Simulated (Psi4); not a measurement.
Method: SAPT0/jun-cc-pVDZ, frozen core (Psi4).

Psi4 input:

```
molecule {
0 1
Si 0.00000056 0.00000231 -0.00000222
H -0.18378239 -1.11692522 -0.95400830
H -0.73456281 1.18987407 -0.48585850
H 1.44072250 0.32125180 0.11203372
H -0.52237785 -0.39420296 1.32783531
--
0 1
S -1.47200312 0.47326966 -3.95371765
C 0.02766369 0.75899614 -3.67038420
S 1.52732563 1.04466461 -3.38698267
units angstrom
symmetry c1
no_reorient
no_com
}
set basis jun-cc-pvdz
set scf_type df
set freeze_core true
energy('sapt0')
```

Part of the output:

```
    SAPT Results
  --------------------------------------------------------------------------------------------------------
    Electrostatics                 -1.57258556 [mEh]      -0.98681234 [kcal/mol]      -4.12882281 [kJ/mol]
      Elst10,r                     -1.57258556 [mEh]      -0.98681234 [kcal/mol]      -4.12882281 [kJ/mol]

    Exchange                        4.43835000 [mEh]       2.78510667 [kcal/mol]      11.65288632 [kJ/mol]
      Exch10                        4.43835000 [mEh]       2.78510667 [kcal/mol]      11.65288632 [kJ/mol]
      Exch10(S^2)                   4.42838023 [mEh]       2.77885055 [kcal/mol]      11.62671068 [kJ/mol]

    Induction                      -0.44769814 [mEh]      -0.28093483 [kcal/mol]      -1.17543132 [kJ/mol]
      Ind20,r                      -1.53226926 [mEh]      -0.96151348 [kcal/mol]      -4.02297240 [kJ/mol]
      Exch-Ind20,r                  1.36007795 [mEh]       0.85346180 [kcal/mol]       3.57088416 [kJ/mol]
      delta HF,r (2)               -0.27550683 [mEh]      -0.17288315 [kcal/mol]      -0.72334308 [kJ/mol]

    Dispersion                     -3.35614587 [mEh]      -2.10601333 [kcal/mol]      -8.81155977 [kJ/mol]
      Disp20                       -3.71746734 [mEh]      -2.33274597 [kcal/mol]      -9.76020914 [kJ/mol]
      Exch-Disp20                   0.36132147 [mEh]       0.22673264 [kcal/mol]       0.94864938 [kJ/mol]
      Disp20 (SS)                  -1.85873367 [mEh]      -1.16637299 [kcal/mol]      -4.88010457 [kJ/mol]
      Disp20 (OS)                  -1.85873367 [mEh]      -1.16637299 [kcal/mol]      -4.88010457 [kJ/mol]
      Exch-Disp20 (SS)              0.19396781 [mEh]       0.12171664 [kcal/mol]       0.50926241 [kJ/mol]
      Exch-Disp20 (OS)              0.16735366 [mEh]       0.10501601 [kcal/mol]       0.43938697 [kJ/mol]

  Total HF                          2.41806630 [mEh]       1.51735951 [kcal/mol]       6.34863219 [kJ/mol]
  Total SAPT0                      -0.93807957 [mEh]      -0.58865382 [kcal/mol]      -2.46292758 [kJ/mol]
```
